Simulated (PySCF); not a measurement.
## Dipole moment and polarisability across levels of theory

Compound: AlH₈NOSi.
SMILES: `[NH3+][AlH2-][O][SiH3]`

PySCF, dipoles from the SCF density, polarisabilities from static response with core orbitals frozen. One conformer (not necessarily the lowest) at the PBE0-D3(BJ)/def2-SVP geometry, without solvent, vibrations or thermal averaging.

Problem. How do dipole and polarisability depend on functional and basis here?

Solution. 

| level | μ (D) | α (Å³) | anisotropy (Å³) |
| --- | --- | --- | --- |
| LDA/def2-SVPD | 5.428 | 11.45 | 1.81 |
| PBE/def2-SVPD | 5.431 | 11.16 | 1.82 |
| B3LYP/def2-SVPD | 5.436 | 10.63 | 1.46 |
| PBE0/def2-SVPD | 5.462 | 10.56 | 1.49 |
| BHandHLYP/def2-SVPD | 5.455 | 10.07 | 1.20 |
| CAM-B3LYP/def2-SVPD | 5.451 | 10.45 | 1.36 |
| wB97X-D/def2-SVPD | 5.467 | 10.49 | 1.37 |
| LC-wPBE/def2-SVPD | 5.506 | 10.24 | 1.38 |
| HF/def2-SVPD | 5.520 | 9.48 | 0.92 |
| PBE0/6-31G* | 5.699 | 8.03 | 1.63 |
| PBE0/6-31+G* | 5.556 | 9.18 | 0.89 |
| PBE0/def2-SVP | 5.693 | 8.67 | 1.50 |
| PBE0/aug-cc-pVDZ | 5.439 | 10.83 | 1.48 |
| PBE0/def2-TZVP | 5.553 | 9.84 | 1.36 |
| PBE0/def2-TZVPD | 5.457 | 10.70 | 1.41 |

The anisotropy is √(½[(α1 − α2)² + (α2 − α3)² + (α3 − α1)²]). The dipole runs from 5.43 D (LDA/def2-SVPD) to 5.70 D (PBE0/6-31G*). No reference polarisability is at hand; against PBE0 in the largest diffuse basis at hand (def2-TZVPD) the other PBE0 rows deviate by 6-31G* -25%, 6-31+G* -14%, def2-SVP -19%, def2-SVPD -1%, aug-cc-pVDZ +1%, def2-TZVP -8%. In one basis (def2-SVPD) the functionals order the polarisability from HF (lowest) to LDA (highest), a spread of 21%. With PBE0 the polarisability is 8.85 Å³ without diffuse functions (mean of 6-31G*, def2-SVP and def2-TZVP) and 10.32 Å³ with them (mean of 6-31+G*, def2-SVPD, aug-cc-pVDZ and def2-TZVPD).

Without π bonds the low states are Rydberg-like; a valence basis with one diffuse set may place them up to an eV too high.
